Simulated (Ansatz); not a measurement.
`N#C[O][GaH2]` and `CCOC#N` differ in one atom or group.

Ansatz, PBE0-D4/def2-TZVP geometries, multiplicity 1. Each molecule was computed in one conformer, which needn't be the lowest.

Scalar relativity is left out up to krypton.

| property | `N#C[O][GaH2]` |
| --- | --- |
| LUMO energy (B3LYP/def2-TZVPP) / eV | -2.70 |
| HOMO–LUMO gap (B3LYP/def2-TZVPP) / eV | 5.29 |
| HOMO–LUMO gap (PBE/def2-TZVPP) / eV | 3.69 |
| zero-point energy (PBE0-D4/def2-TZVP) / kJ/mol | 68.7 |
| HOMO–LUMO gap (PBE0/def2-TZVPP) / eV | 5.83 |
| LUMO energy (ωB97M-V/def2-TZVPP) / eV | -0.67 |

Task: What does the change do to each property? (Best estimate.)

Result: Ansatz gave: 
```csv
property,`CCOC#N`,shift
LUMO energy (B3LYP/def2-TZVPP) / eV,0.36,3.06
HOMO–LUMO gap (B3LYP/def2-TZVPP) / eV,8.53,3.24
HOMO–LUMO gap (PBE/def2-TZVPP) / eV,6.76,3.07
zero-point energy (PBE0-D4/def2-TZVP) / kJ/mol,208.3,139.6
HOMO–LUMO gap (PBE0/def2-TZVPP) / eV,9.13,3.30
LUMO energy (ωB97M-V/def2-TZVPP) / eV,2.25,2.92
```

With PBE0 the HOMO falls by 0.20 eV and the LUMO rises by 3.10 eV, so the gap widens by about 3.30 eV. PBE moves the HOMO by -0.08 eV and ωB97M-V by -0.22 eV. The zero-point energy changes by 139.6 kJ/mol with +12 modes.

B3LYP here is the variant with VWN-RPA as its local correlation; programs differ in this.
